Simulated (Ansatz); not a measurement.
# A rate constant, worked out

An elementary step of GaN2H4Cl, singlet (GaN₂H₄Cl ([NH2][Ga]([NH2])[Cl]) → GaNHCl ([NH][Ga][Cl]) + NH₃ (still joined by a long Ga–N bond); Ga–N, N–H broken or loosened, N–H formed or tightened). The start structure is the reactant molecule, and the electronic barrier above it is 2.399 eV by CCSD(T) at an estimated basis limit (MP2 extrapolated from triple and quadruple zeta, plus CCSD(T) − MP2 in triple zeta). Program: Ansatz 0.2.0. Basis: def2-TZVPP and def2-QZVPP. Cores are frozen in the correlated methods. Filled d shells of the heavier atoms are correlated. The def2 sets are not built for correlating such inner shells, so the correlated values are less sure here. Extrapolation: Hartree–Fock as exp(−7.88 √X), correlation as X^−2.97. Harmonic wavenumbers at PBE0-D4/def2-TZVP (Ansatz 0.2.0), in cm⁻¹:

Start: 142, 161, 175, 251, 260, 295, 358, 414, 692, 736, 754, 807, 1556, 1565, 3613, 3614, 3718, 3719.

Saddle: 1445i, 130, 142, 358, 383, 402, 448, 635, 722, 791, 863, 939, 1431, 1555, 1865, 3549, 3637, 3641.

(1) Work out the transition-state-theory rate constant at 700 K from these numbers alone (harmonic vibrations; rotation, path degeneracy and anharmonicity left out), and the Wigner tunnelling factor. Use 1 cm⁻¹ = 1.2398 × 10⁻⁴ eV and k_B = 8.617 × 10⁻⁵ eV/K.

The T1 diagnostic stays at or below 0.018.

Results:

(1) Zero-point energies, half the sums: start 22830/2 cm⁻¹ = 1.4153 eV; saddle, real modes only, 21491/2 cm⁻¹ = 1.3323 eV.
Barrier with zero-point energy: 2.399 + 1.3323 − 1.4153 = 2.3160 eV.
k_BT = 0.06032 eV, so the barrier is 38.39 k_BT.
Vibrational partition functions from the zero-point level, ln q = −Σ ln(1 − exp(−hν/k_BT)): start 8.685, saddle 6.422.
k = (k_BT/h) exp(ln q‡ − ln q) exp(−E0/k_BT), with log₁₀(k_BT/h in s⁻¹) = 13.16: log₁₀ k = 13.16 + (-2.263 − 38.39)/2.3026 = -4.50, so k ≈ 3 × 10^(-5) s⁻¹.
Wigner factor: 1 + (hν‡/k_BT)²/24 = 1 + (2.97)²/24 = 1.37. A change of 1 kcal/mol (0.043 eV) in the barrier would change k by a factor of 2.1 at this temperature.

Labels in which every atom is bracketed show which atoms are joined, not bond orders.

For scale, one of the runs: CCSD(T)/def2-TZVPP, 208 basis functions, launched by `ansatz run in.yaml --threads 4 --pin off --events-out ev --progress --plain --max-ram 9574MiB`. The run took 89 s on 4 CPU threads of an Arm Neoverse V1 (shared host), with 2.8 GiB of host memory at its peak.
